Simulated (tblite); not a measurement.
C12H10O3Si.
Cartesian coordinates in Å at the GFN2-xTB level; atoms count from 1:
```xyz
26
C12H10O3Si angstrom
Si    -1.847   -2.761   -0.493
C     -0.558   -1.431   -0.237
C      0.849   -1.545   -0.189
C      1.353   -0.285    0.020
C      2.697    0.195    0.154
C      3.171    1.467    0.363
C      4.577    1.356    0.412
C      4.857    0.036    0.231
O      3.728   -0.676    0.073
O      0.339    0.613    0.106
C     -0.809   -0.086   -0.050
C     -2.065    0.593   -0.007
C     -2.389    1.916    0.173
C     -3.799    1.982    0.119
C     -4.229    0.707   -0.089
O     -3.189   -0.141   -0.167
H     -1.119   -4.025   -0.648
H     -2.723   -2.835    0.676
H     -2.614   -2.482   -1.708
H      1.423   -2.443   -0.295
H      2.579    2.353    0.465
H      5.282    2.149    0.562
H      5.783   -0.503    0.195
H     -1.702    2.723    0.323
H     -4.405    2.858    0.220
H     -5.211    0.290   -0.196
```

Calculated harmonic vibrations of the isolated species, GFN2-xTB (tblite), most abundant isotopes, no scaling. Errors from tens to a few hundred cm⁻¹ against measured bands are possible. Modes of hydrogen on silicon can be 10 to 20 % off. One conformer, not necessarily the lowest.

**Question.** How many normal modes are there?

**Answer.** 26 atoms, non-linear: 3N − 6 = 72.

**Question.** What is the point group of the computed structure, and how do the modes divide by symmetry?

**Answer.** Cs. The vibrations span 48 a′ + 24 a″.

**Question.** How many distinct wavenumbers does the calculation give?

**Answer.** 72: Cs has no degenerate species.

**Question.** How many fundamentals are allowed in the infrared by symmetry?

**Answer.** 72 of 72: in Cs every mode is allowed. All fundamentals are allowed in the Raman spectrum.

**Question.** How large is the harmonic zero-point energy?

**Answer.** ½Σν̃ = 39643 cm⁻¹ = 113.3 kcal/mol (72 modes), 46.1 kcal/mol of it from above 1550 cm⁻¹.

**Question.** How far is the lowest real mode excited at 200 K, as a harmonic oscillator?

**Answer.** θ = hcν̃/k = 71 K for 49.2 cm⁻¹, so N1/N0 = 0.7 and ⟨v⟩ = 1/(exp(θ/T) − 1) = 2.4.
